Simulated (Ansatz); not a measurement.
HgI₂, charge -1, doublet, at a GFN2-xTB geometry (such geometries of metal compounds can be far from the true shape) (a state made from the parent by changing its charge; the spin is typed, not shown lowest) (core potentials on Hg, I) (a gas-phase anion, which may not be bound at this level); BLYP/def2-SVPD in Ansatz (a quantum-chemistry and plane-wave program).

Input for Ansatz:
Ansatz 0.2 input:
```yaml
crystal:
  periodic: [false, false, false]
  atoms:
    - {symbol: Hg, position_ang: [0.69586924, 0.43314563, 0.40437028]}
    - {symbol: I, position_ang: [-0.84517766, 1.79957922, -2.03232170]}
    - {symbol: I, position_ang: [-0.20519100, -2.45338395, 1.42195146]}
basis:
  gaussian:
    orbitals: def2-SVPD
hamiltonian:
  xc: blyp
total_charge: -1
magnetization: {spin_polarized: true, initial_magnetization: 1}
accuracy: high
```

The log (banner, timings and long lists left out):

```
Functional definition: BLYP
2331 factors; integrals over basis functions are off by at most 4.7e-9 eV
mean field evaluation 1: about -20378.3343 eV, gradient 1.3e1 eV
mean field evaluation 2: about -20377.0953 eV, gradient 2.0e1 eV
mean field evaluation 4: about -20379.1975 eV, gradient 9.7e-1 eV
mean field evaluation 8: about -20379.2063 eV, gradient 9.1e-3 eV
mean field evaluation 16: about -20379.2063 eV, gradient 1.4e-5 eV
mean field evaluation 32: about -20378.0957 eV, gradient 6.1e-2 eV
mean field evaluation 64: about -20378.1614 eV, gradient 9.3e-1 eV
mean field -20379.20627142 eV, -748.9220169526 hartree, gradient 4.0e-8 eV, S^2 0.751074; 10 other end points of the search recorded, 0 dependent functions left out
reference -20379.20631199 eV, -748.9220184433 hartree; 36, 35 occupied and 69, 70 virtual orbitals, 2331 factors
Total energy: -20379.20631199 eV, -748.9220184433 hartree
```
